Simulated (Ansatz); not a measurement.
This Ansatz (an electronic-structure program) input (PBE/def2-TZVPP) gives -25.88303 Eh with 59 basis functions. A basis named .json is the Basis Set Exchange file of that set (core-valence sets with the plain set on hydrogen).

Ansatz 0.2 input:
```yaml
crystal:
  periodic: [false, false, false]
  atoms:
    - {symbol: B, position_ang: [0.14414957, -0.00616732, -0.00768719]}
    - {symbol: H, position_ang: [-0.40731316, -1.05719127, -0.00044344]}
    - {symbol: H, position_ang: [-0.31343467, 1.08802789, 0.03887940]}
basis:
  gaussian:
    orbitals: def2-TZVPP
    final_grid: {core_spheres: 6, valence_spheres: 5, degree: 17}
hamiltonian:
  xc: {name: PBE}
magnetization: {spin_polarized: true, initial_magnetization: 1}
```

Change:
```diff
- final_grid: {core_spheres: 6, valence_spheres: 5, degree: 17}
+ fitting: {mean_field: def2-universal-JFIT.json}
```

Task: What does the run give now?

Result: -25.88310 Eh (PBE/def2-TZVPP, 59 functions), a change of -0.07 mEh.
